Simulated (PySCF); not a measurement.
Ge(F)2(Br)(OH) (BrF2GeHO), SMILES [Ge]([F])([F])([OH])[Br]. The structure is a stationary point at r2SCAN-D4/def2-SVP. Other conformers were not sampled.

Q: Give the equilibrium geometry at r2SCAN-D4/def2-SVP (PySCF confirms it by a frequency run) as a Z-matrix, and its point group. (Estimate from the structure and the level; the computed values follow.)

A: This is not unique; one that fits is point group Cs.
```
Ge
F 1 1.7215
F 1 1.7215 2 103.89
O 1 1.7431 2 110.39 3 118.35
H 4 0.9693 1 112.06 2 -57.15
Br 1 2.2485 2 111.09 3 -119.51
```
